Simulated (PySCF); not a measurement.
Si(Cl)(Me)2(SH) (C₂H₇ClSSi), SMILES C[Si](C)(Cl)S.

Coordinates come from a B3LYP-D3(BJ)/def2-SVP optimisation. Other conformers were not sampled.

The numbers are results of PySCF 2.14.0 with TDA-PBE/def2-SVPD, not measurements.

Vertical excitations. The molecule is in vacuum. State labels are in the subgroup Cs.

Computed UV-visible absorptions:
```
state  symmetry  energy (eV)  λ (nm)      f                          main pairs
-----  --------  -----------  ------  -----  ----------------------------------
S1           A"         5.54     224  0.023                      HOMO→LUMO 99 %
S2           A"         5.95     208  0.007                    HOMO→LUMO+1 88 %
S3           A"         6.11     203  0.035                    HOMO→LUMO+2 88 %
S4           A"         6.46     192  0.000                    HOMO→LUMO+3 97 %
S5           A"         6.67     186  0.008                    HOMO−1→LUMO 98 %
S6           A'         6.79     183  0.042                    HOMO−2→LUMO 98 %
S7           A'         7.01     177  0.006                    HOMO→LUMO+4 91 %
S8           A"         7.14     174  0.003                    HOMO→LUMO+5 99 %
S9           A"         7.23     172  0.005                  HOMO−1→LUMO+2 94 %
S10          A"         7.28     170  0.000                  HOMO−1→LUMO+1 91 %
T1           A"         5.24     237      0                      HOMO→LUMO 98 %
T2           A"         5.71     217      0  HOMO→LUMO+2 64 %, HOMO→LUMO+1 35 %
T3           A"         5.86     212      0  HOMO→LUMO+1 65 %, HOMO→LUMO+2 35 %
T4           A"         6.29     197      0                    HOMO→LUMO+3 97 %
```
Triplets are in the Tamm–Dancoff approximation.
